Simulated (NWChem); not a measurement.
Molecule: InHOBrF; SMILES [OH][In]([F])[Br]

```xyz
5

In    -0.0125     0.6562     0.0000
F      1.7174     1.6118     0.0000
Br     0.0017    -1.8143     0.0000
O     -1.6860     1.7666     0.0000
H     -1.4154     2.7081     0.0000
```
Atoms are numbered in this order, from 1.

All runs: NWChem. Geometry: optimised at PBE-D3(BJ)/def2-SVP. def2 effective core potentials on In; no spin-orbit coupling.

For level Hartree-Fock/STO-3G (all-electron, non-relativistic):

* **highest occupied level (eV)**: -7.90
* **orbital gap (eV)**: 13.63
* **dipole (D)**: 1.98

Task: How do the values read with level Hartree-Fock/def2-SVP (core potentials) instead?

Result: 
- highest occupied level (eV) = -11.86
- orbital gap (eV) = 12.41
- dipole (D) = 0.95
